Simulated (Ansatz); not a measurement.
C9H15NO⁺ (relaxed from a model of N-butylpyridinium hydroxide, whose bonding it doesn't keep). Total charge 1; doublet. Geometry PBE-D4/def2-SVP, that of the neutral singlet; atoms count from 1.

```xyz
26

C    -3.585    1.827   -0.125
C    -2.362    1.410   -0.942
C    -1.344    0.595   -0.140
C    -0.127    0.173   -0.971
N     0.865   -0.572   -0.205
C     1.886    0.213    0.492
C     2.550   -0.611    1.553
C     2.568   -1.977    1.482
C     1.788   -2.678    0.497
C     0.939   -1.938   -0.289
H    -4.127    0.943    0.270
H    -4.302    2.416   -0.731
H    -3.294    2.450    0.747
H    -2.688    0.819   -1.827
H    -1.861    2.313   -1.357
H    -1.827   -0.316    0.278
H    -1.001    1.187    0.738
H    -0.456   -0.454   -1.826
H     0.373    1.061   -1.413
H     1.391    1.114    0.916
H     3.107   -0.065    2.328
H     3.154   -2.554    2.216
H     1.816   -3.771    0.406
H     0.254   -2.402   -1.016
O     2.835    0.774   -0.428
H     3.447    0.044   -0.651
```

(1) Estimate the Mulliken populations from the PBE0/def2-TZVP orbitals of Ansatz.

(2) Where does the spin sit?

(3) And the Mayer bond orders between heavy atoms (over 0.3)?

Answers

(1) 
```json
{"atom": "C1", "charge (e)": "-0.37", "spin (α − β)": "0.00"}
{"atom": "C2", "charge (e)": "-0.20", "spin (α − β)": "0.00"}
{"atom": "C3", "charge (e)": "-0.23", "spin (α − β)": "0.03"}
{"atom": "C4", "charge (e)": "-0.23", "spin (α − β)": "-0.02"}
{"atom": "N5", "charge (e)": "0.16", "spin (α − β)": "0.32"}
{"atom": "C6", "charge (e)": "0.01", "spin (α − β)": "-0.05"}
{"atom": "C7", "charge (e)": "-0.10", "spin (α − β)": "0.42"}
{"atom": "C8", "charge (e)": "-0.14", "spin (α − β)": "-0.18"}
{"atom": "C9", "charge (e)": "-0.05", "spin (α − β)": "0.43"}
{"atom": "C10", "charge (e)": "-0.06", "spin (α − β)": "-0.04"}
{"atom": "H11", "charge (e)": "0.13", "spin (α − β)": "0.00"}
{"atom": "H12", "charge (e)": "0.16", "spin (α − β)": "0.00"}
{"atom": "H13", "charge (e)": "0.13", "spin (α − β)": "0.00"}
{"atom": "H14", "charge (e)": "0.12", "spin (α − β)": "0.00"}
{"atom": "H15", "charge (e)": "0.12", "spin (α − β)": "0.00"}
{"atom": "H16", "charge (e)": "0.13", "spin (α − β)": "0.00"}
{"atom": "H17", "charge (e)": "0.12", "spin (α − β)": "0.00"}
{"atom": "H18", "charge (e)": "0.16", "spin (α − β)": "0.00"}
{"atom": "H19", "charge (e)": "0.19", "spin (α − β)": "0.01"}
{"atom": "H20", "charge (e)": "0.16", "spin (α − β)": "0.02"}
{"atom": "H21", "charge (e)": "0.20", "spin (α − β)": "-0.02"}
{"atom": "H22", "charge (e)": "0.19", "spin (α − β)": "0.01"}
{"atom": "H23", "charge (e)": "0.21", "spin (α − β)": "-0.02"}
{"atom": "H24", "charge (e)": "0.20", "spin (α − β)": "0.00"}
{"atom": "O25", "charge (e)": "-0.35", "spin (α − β)": "0.07"}
{"atom": "H26", "charge (e)": "0.33", "spin (α − β)": "0.00"}
```
Mulliken values depend strongly on the basis.

(2) Summed by element: C 0.60, N 0.32, H 0.00, O 0.07, of 1 unpaired in all. Largest on single atoms: C9 0.43, C7 0.42, N5 0.32.

(3) C1–C2 1.02 (1.53 Å); C2–C3 1.01 (1.53 Å); C3–C4 0.97 (1.53 Å); C4–N5 0.88 (1.46 Å); N5–C6 0.90 (1.46 Å); N5–C10 1.41 (1.37 Å); C6–C7 1.03 (1.50 Å); C6–O25 1.12 (1.44 Å); C7–C8 1.62 (1.37 Å); C8–C9 1.28 (1.44 Å); C9–C10 1.40 (1.37 Å).
